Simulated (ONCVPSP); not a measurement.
silicon, ONCV: configuration errors across variants

ONCVPSP 4.0.1 input, shortened (lines: element, Z, core and valence counts, functional; n l f; lmax; l rc ep ncon nbas qcut; lloc lpopt rc5 dvloc0; l nproj debl; icmod fcfact rcfact), PBEsol, scalar-relativistic:

```
  Si 14.00    3    2  -116133      upf
    1    0    2.00
    2    0    2.00
    2    1    6.00
    3    0    2.00
    3    1    1.75
    1
    0    1.95    0.00    4    8    3.50
    1    1.50    0.00    4    8    5.60
    4    5    1.25   -1.00
    0    2    2.30
    1    1    1.20
    3    3.75    1.80
```

All-electron excitation energies from the reference (eV): (1) 3s2 3p2 -1.230; (2) 3s2 3p1 6.483; (3) 3s2 3p0 22.447; (4) 3s1 3p0 56.346.

2 further variants failed, have other tests or another functional or relativity, and are left out.

Errors AE − PS in meV (a dash: test not solved or not reliable):

| change | (1) | (2) | (3) | (4) | bound ghosts | GHOST(+) flags above zero |
| --- | --- | --- | --- | --- | --- | --- |
| base | +0.2 | -0.4 | -36 | -329 | none | s |
| p: qcut 4.6 | +0.2 | -0.4 | -36 | -329 | none | s |
| s: qcut 2.9; p: qcut 4.6 | +0.2 | -0.4 | -35 | -337 | none | s |
| s: debl 0.75 | +0.2 | -0.4 | -37 | -329 | none | s |
| s: rc 2.4 | +0.2 | +0.3 | -28 | -362 | none | s |
| p: rc 1.72 | +0.2 | -0.4 | -35 | -324 | none | s |
| core correction Teter function, fcfact 3.75, rcfact 1.04 | +0.1 | +0.7 | +3.7 | +26 | none | s |
| local potential polynomial inside 1.25 bohr (lpopt 5, dvloc0 9.5 Ha) | +0.1 | -0.9 | -36 | -329 | none | none |

Question: Give the same row for: core correction Teter function, fcfact 4.4, rcfact 1.8.

Answer: +0.2, -0.7, -43, -370; bound ghosts: none; GHOST(+) flags above zero: s.
